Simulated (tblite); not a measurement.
Compound: C6H8FNO (charge +1 and doublet state).
Bonds: C1–C2, C2–C3, C3–N4 (double), N4–O5, O5–C6, C6–C7, C7–C8, C8–F9, C3–C7. Hydrogens: H10, H11, H12 on C1; H13, H14 on C2; H15 on C6; H16, H17 on C8.

Structure optimised with GFN2-xTB, isolated species. This method treats the open shell by occupation alone, without spin polarisation.

**Question.** List the bond lengths, angles and torsions at this level.

**Answer.** 
| bond | length (Å) | order |
| --- | --- | --- |
| C1–C2 | 1.514 | single |
| C2–C3 | 1.475 | single |
| C3=N4 | 1.301 | double |
| N4–O5 | 1.332 | single |
| O5–C6 | 1.313 | single |
| C6–C7 | 1.387 | single |
| C7–C8 | 1.479 | single |
| C8–F9 | 1.359 | single |
| C3–C7 | 1.445 | single |
| C1–H10, C1–H11, C1–H12 | 1.091 | single |
| C2–H13, C2–H14 | 1.099 | single |
| C6–H15 | 1.075 | single |
| C8–H16, C8–H17 | 1.102 | single |

Bonds in one row agree within 0.01 Å and their mean is given. Orders are formal, as drawn. A selection of angles:
| angle | degrees |
| --- | --- |
| C2–C1–H10 | 110.1 |
| C2–C1–H11 | 112.6 |
| H10–C1–H11 | 105.9 |
| H10–C1–H12 | 110.4 |
| H11–C1–H12 | 107.7 |
| C1–C2–C3 | 112.7 |
| C1–C2–H13 | 108.2 |
| C1–C2–H14 | 110.8 |
| C3–C2–H13 | 110.4 |
| H13–C2–H14 | 105.6 |
| C2–C3–N4 | 124.8 |
| C2–C3–C7 | 127.9 |
| N4–C3–C7 | 107.3 |
| C3–N4–O5 | 110.5 |
| N4–O5–C6 | 109.3 |
| O5–C6–C7 | 109.2 |
| O5–C6–H15 | 118.7 |
| C7–C6–H15 | 132.1 |
| C6–C7–C8 | 128.8 |
| C3–C7–C6 | 103.5 |
| C3–C7–C8 | 127.3 |
| C7–C8–F9 | 111.2 |
| C7–C8–H16 | 109.9 |
| C7–C8–H17 | 112.7 |
| F9–C8–H16 | 107.8 |
| H16–C8–H17 | 107.8 |

Torsions: C1–C2–C3–N4 96° (anticlinal); C2–C3–N4–O5 -178° (antiperiplanar); C3–N4–O5–C6 -5° (synperiplanar); N4–O5–C6–C7 3° (synperiplanar); O5–C6–C7–C8 -174° (antiperiplanar); C6–C7–C8–F9 -162° (antiperiplanar); C2–C3–C7–C6 180° (antiperiplanar). The mirror-image conformer, all signs reversed, is as good.

C3 (carbon bonded to 2 C and N) is planar (angles 127.9°, 124.8° and 107.3°, sum 360.0°, 0.01 Å off the plane of its three neighbours). N4 (nitrogen bonded to C and O) is bent (angle 110.5°). The C–C distances run from 1.387 Å (C6–C7, drawn single) to 1.514 Å (C1–C2, drawn single), a spread of 0.127 Å. C7 (carbon bonded to 3 C) is planar (angles 128.8°, 127.3° and 103.5°, sum 359.6°, 0.05 Å off the plane of its three neighbours). Of the pairs four or more bonds apart, F9···H13 is among the closest relative to their van der Waals radii: 2.41 Å, 90 % of the sum of Bondi's values. The 5-membered ring C3–N4–O5–C6–C7 has internal angles of 103.5° to 110.5° (sum 540°, against 540° for a flat polygon); it is almost planar, 0.02 Å rms from its mean plane, widest ring torsion 5°. C6 (carbon bonded to C, O and H) is planar (angles 132.1°, 118.7° and 109.2°, sum 360.0°, 0.02 Å off the plane of its three neighbours).

Point group: C1 (no symmetry element, even within 0.4 Å). Its GFN2-xTB frequencies are all real (lowest 61 cm⁻¹).

Hardware: an Intel Xeon 6975P-C with one thread, on a shared host. Cost: 0.46 s. These figures are those of the optimisation.

All values are computed, not measured.
